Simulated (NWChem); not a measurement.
# CH$_{4}$FNOW; SMILES [CH3][W](=[NH])(=[O])[F]

All runs: NWChem. Medium grid unless said otherwise, to which SCAN and Minnesota functionals are sensitive. The geometry was optimised at PBE0/def2-SVP. Not confirmed as a minimum by frequencies. def2 effective core potentials on W; no spin-orbit coupling.

For level CAM-B3LYP/def2-SVP:

```
Quantity                     Result
---------------------------  ------
highest occupied level (eV)   -9.65
orbital gap (eV)               8.85
```

Question: Estimate the same quantities for level MN15/def2-SVP.

Answer: The highest occupied level (eV) is -9.09 and the orbital gap (eV) is 7.70.
